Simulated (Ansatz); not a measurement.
CH3F2Ga (`F[CH](F)[GaH2]`), one more setting.

```yaml
crystal:
  periodic: [false, false, false]
  atoms:
    - {symbol: F, position_ang: [-0.173332, -1.615165, 0.788307]}
    - {symbol: C, position_ang: [0.507099, -0.449197, 0.554138]}
    - {symbol: F, position_ang: [1.607385, -0.807958, -0.160486]}
    - {symbol: Ga, position_ang: [-0.643531, 0.738963, -0.589277]}
    - {symbol: H, position_ang: [0.913127, -0.014341, 1.529914]}
    - {symbol: H, position_ang: [-1.370004, 1.997073, 0.022664]}
    - {symbol: H, position_ang: [-0.868001, 0.228842, -2.120683]}
basis:
  gaussian: {orbitals: def2-SVP}
hamiltonian: {xc: {name: wB97X}}
accuracy: high
output: {forces: true}
```

```sh
$ ansatz run in.yaml --threads 2 --pin off --events-out ev --progress --plain --max-ram 4352MiB
```

It prints (some lines left out):

```
Functional definition: wB97X
1908 factors; integrals over basis functions are off by at most 4.4e-9 eV
339 factors; integrals over basis functions are off by at most 2.0e-9 eV
mean field evaluation 1: about -58882.5984 eV, gradient 3.4e1 eV
mean field evaluation 2: about -58882.9410 eV, gradient 3.4e1 eV
mean field evaluation 4: about -58884.4202 eV, gradient 5.9e-1 eV
mean field evaluation 8: about -58884.5015 eV, gradient 9.1e-2 eV
mean field evaluation 16: about -58884.5016 eV, gradient 7.7e-5 eV
mean field -58884.50155487 eV, -2163.9655187928 hartree, gradient 9.7e-8 eV, S^2 0.000000; 0 other end points of the search recorded, 0 dependent functions left out
reference -58884.50155184 eV, -2163.9655186815 hartree; 29, 29 occupied and 60, 60 virtual orbitals, 1908 factors
Total energy: -58884.50155184 eV, -2163.9655186815 hartree
Atom 0 at    -0.173332    -1.615165     0.788307 Å, force    -0.141281     0.297364     0.346177 eV/Å
Atom 1 at     0.507099    -0.449197     0.554138 Å, force     0.522961     0.355096     0.603306 eV/Å
Atom 2 at     1.607385    -0.807958    -0.160486 Å, force     0.404256     0.058664    -0.308733 eV/Å
Atom 3 at    -0.643531     0.738963    -0.589277 Å, force    -0.394370    -0.305361    -0.640010 eV/Å
Atom 4 at     0.913127    -0.014341     1.529914 Å, force    -0.696208    -0.629839    -0.718314 eV/Å
Atom 5 at    -1.370004     1.997073     0.022664 Å, force     0.141415    -0.110114    -0.109698 eV/Å
Atom 6 at    -0.868001     0.228842    -2.120683 Å, force     0.163227     0.334191     0.827271 eV/Å
Dipole moment:    -0.075230     0.392431     0.113100 e Å
```

It took 14 s on 2 threads of an Arm Neoverse V2 on a shared host, with 0.51 GiB of host memory at the peak.
